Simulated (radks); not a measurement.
Sm32.9+, configuration [Ar] 3d10 4s1.1 (fractional occupations, a model configuration). Method: Dirac Kohn-Sham, LDA (Slater exchange, Perdew-Wang correlation), spin-unpolarised, spherical densities, finite nucleus; Fermi nuclear charge, rms radius 5.0819 fm; computed with a radial shooting solver on a logarithmic mesh with Libxc functionals.

Unscreened Slater integrals over Kohn-Sham orbitals (eV). Large and small components are both included.

\begin{tabular}{lr}
integral & value \\ \hline
F0(4s1/2,4s1/2) & 48.162 \\
F0(4s1/2,3d5/2) & 60.465 \\
G2(4s1/2,3d5/2) & 5.7499 \\
F0(4s1/2,3d3/2) & 60.642 \\
G2(4s1/2,3d3/2) & 5.6996 \\
F0(4s1/2,3p3/2) & 59.358 \\
G1(4s1/2,3p3/2) & 6.0365 \\
F0(3d5/2,3d5/2) & 109.21 \\
F2(3d5/2,3d5/2) & 55.662 \\
F4(3d5/2,3d5/2) & 35.809 \\
F0(3d5/2,3d3/2) & 110.11 \\
F2(3d5/2,3d3/2) & 55.961 \\
G2(3d5/2,3d3/2) & 55.316 \\
G4(3d5/2,3d3/2) & 35.576 \\
F0(3d5/2,3p3/2) & 101.80 \\
F2(3d5/2,3p3/2) & 48.932 \\
G1(3d5/2,3p3/2) & 53.268 \\
G3(3d5/2,3p3/2) & 35.178 \\
F0(3d3/2,3d3/2) & 111.04 \\
F2(3d3/2,3d3/2) & 56.295 \\
F0(3d3/2,3p3/2) & 102.50 \\
F2(3d3/2,3p3/2) & 48.858 \\
G1(3d3/2,3p3/2) & 52.669 \\
G3(3d3/2,3p3/2) & 34.783 \\
F0(3p3/2,3p3/2) & 97.380 \\
F2(3p3/2,3p3/2) & 48.869 \\
\end{tabular}
